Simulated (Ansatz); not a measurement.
`C1=[N][SnH2][NH]1`, 8 atoms. Total charge 0; spin multiplicity 1. Correlated methods include outer-core shells of Sn, which these sets cover unevenly. Sn: def2 effective core potential. All runs use 2 threads of an Arm Neoverse V2 on a shared host. Correlated methods freeze the cores.

**Question.** How many basis functions does each run have, and how long does it take in Ansatz? RKS PBE0-D4/def2-SVP energy; RKS ωB97M-V/def2-SVP energy; RHF-MP2/def2-QZVPP energy; RHF-CCSD(T)/def2-SVP energy; RKS revPBE-D4/def2-TZVPP energy; RKS PBE0-D4/def2-TZVP relaxation (13 steps); RKS LC-ωPBE/def2-TZVPP energy; RKS PBE0-D4/def2-QZVPP energy; RHF-CCSD(T)/def2-TZVPP energy; RKS PBE0-D4/def2-TZVP frequencies; RKS PBE0-D4/def2-TZVPP energy; RKS ωB97M-V/def2-TZVPP energy and forces. (Estimate.)

**Answer.** Ansatz gave: Other jobs shared the machine, so times are rough.

| level | job | functions | wall time | peak host memory (GiB) |
| --- | --- | --- | --- | --- |
| RKS PBE0-D4/def2-SVP | energy | 88 | 1.4 s | 0.17 |
| RKS revPBE-D4/def2-TZVPP | energy | 199 | 2.1 s | 0.22 |
| RKS LC-ωPBE/def2-TZVPP | energy | 199 | 2.8 s | 0.3 |
| RKS PBE0-D4/def2-TZVPP | energy | 199 | 3 s | 0.39 |
| RHF-CCSD(T)/def2-SVP | energy | 88 | 5.5 s | 0.35 |
| RKS ωB97M-V/def2-SVP | energy | 88 | 6 s | 0.25 |
| RKS PBE0-D4/def2-QZVPP | energy | 373 | 7.5 s | 0.99 |
| RKS ωB97M-V/def2-TZVPP | energy and forces | 199 | 12 s | 0.58 |
| RHF-MP2/def2-QZVPP | energy | 373 | 18 s | 1.7 |
| RKS PBE0-D4/def2-TZVP | relaxation (13 steps) | 167 | 49 s | 0.37 |
| RHF-CCSD(T)/def2-TZVPP | energy | 199 | 120 s | 2.8 |
| RKS PBE0-D4/def2-TZVP | frequencies | 167 | 2.1 min | 0.37 |

LC-ωPBE has ω = 0.4 bohr⁻¹.
